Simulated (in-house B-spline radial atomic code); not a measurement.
Mn⁺. Computed with a B-spline radial atomic code. Model: non-relativistic spherical atom: semilocal Troullier-Martins pseudo-atom, one channel per l, against all electrons, high spin, G0W0 and RPA with empty states to l = 8, local potential for every l without a channel, a model core (radius 0 = none) keeps its share of the functional.

What the tables leave out is listed at the end.

The pseudopotential gives back the lowest level of each angular momentum of its own functional in the configuration it was made in; a second state of the same l is only approximately right. Exact exchange, RPA and GW see the smooth pseudo-orbitals and miss the exchange with the core, for which the functional's share stands in. The column with an uncorrelated core keeps all orbitals and exact exchange, and so separates missing core correlation from pseudisation. Only the three outermost levels and the lowest empty one were computed. RPA here is direct RPA, with no exchange kernel, and its energies carry an (l + 1/2)⁻⁴ tail. A hybrid on a potential with a model core restores only its own semilocal share of the core's exchange.

Command:
```bash
python run_psgw.py task.json out
```
Settings (lengths in bohr, energies in hartree):
```
Z                      25
electrons              24
configuration          [Ar] 3d5 4s1
generated_in           [Ar] 3d5 4s1
functional             pbe,pbe
core_shells            5
radius_factor          1
core_correction        True
ion_configuration      [Ar] 3d5
```

Run time, properties included: 20 s on 1 thread of Intel(R) Xeon(R) 6975P-C (Granite Rapids), on a shared host.

Given: made with PBE; model core radius 1.227 bohr; local radius 2.379 bohr; mean-field start PBE.

Valence shells of the generating configuration: 3d, 4s.

Channel: s 2.42, p 2.958, d 2.277 (radii in bohr).

Computed: largest level miss in the spin-unpolarised generating configuration 0 eV; valence RPA correlation energy all-electron orbitals -0.22204 hartree; pseudo-atom RPA polarisability 20.889 bohr³; ionisation by mean-field all-electron 16.104 eV; ionisation by mean-field pseudo minus all 0.024 eV; ionisation by RPA all-electron 16.113 eV; ionisation by RPA pseudo minus all 1.012 eV.

| level | occupied | mean-field all-electron (eV) | mean-field pseudo minus all (eV) | G0W0 all-electron (eV) | G0W0 uncorrelated core minus all (eV) | G0W0 pseudo minus all (eV) | exchange self-energy all-electron (eV) | exchange self-energy pseudo (eV) |
| --- | --- | --- | --- | --- | --- | --- | --- | --- |
| 4s up | 1 | -12.457 | 0.009 | -16.245 | 0.127 | -0.393 | -12.141 | -11.092 |

Q: What is the valence RPA correlation energy pseudo?

A: -0.28174 hartree.

Q: What is the all-electron RPA polarisability, core included?

A: 20.92 bohr³.

Given: mean-field start PBE0.

Computed: valence RPA correlation energy all-electron orbitals -0.20335 hartree; valence RPA correlation energy pseudo -0.27024 hartree; pseudo-atom RPA polarisability 18.112 bohr³; ionisation by mean-field all-electron 15.785 eV; ionisation by RPA all-electron 15.974 eV; ionisation by RPA pseudo minus all 1.111 eV.

```
level  occupied  mean-field all-electron (eV)  mean-field pseudo minus all (eV)  G0W0 all-electron (eV)  G0W0 uncorrelated core minus all (eV)  G0W0 pseudo minus all (eV)  exchange self-energy all-electron (eV)  exchange self-energy pseudo (eV)
4s up         1                       -13.131                            -0.282                 -16.121                                  0.128                      -0.674                                 -11.911                           -11.209
3d up         1                       -18.885                             1.467                 -23.356                                  0.087                       3.825                                 -39.917                           -24.619
```

Q: What is the ionisation by mean-field pseudo minus all?

A: 0.322 eV.

Q: What is the all-electron RPA polarisability, core included?

A: 18.239 bohr³.

Among the listed levels the largest G0W0 shift of the pseudo-atom is +3.83 eV, for 3d up on the PBE0 start, while leaving the core uncorrelated moves that level by +0.09 eV. So pseudisation and the lost core exchange, not the missing core correlation, make the error. Not in the tables (levels of low weight, unsolved or above zero; the highest and the empty levels are kept at any weight): on PBE the G0W0 levels 3d up (pseudo minus all +3.03 eV, weights 0.84 and 0.60), 3d down (pseudo minus all -9.05 eV, weights 0.92 and 0.76); no Hartree-Fock pseudo-atom is run with a model core.
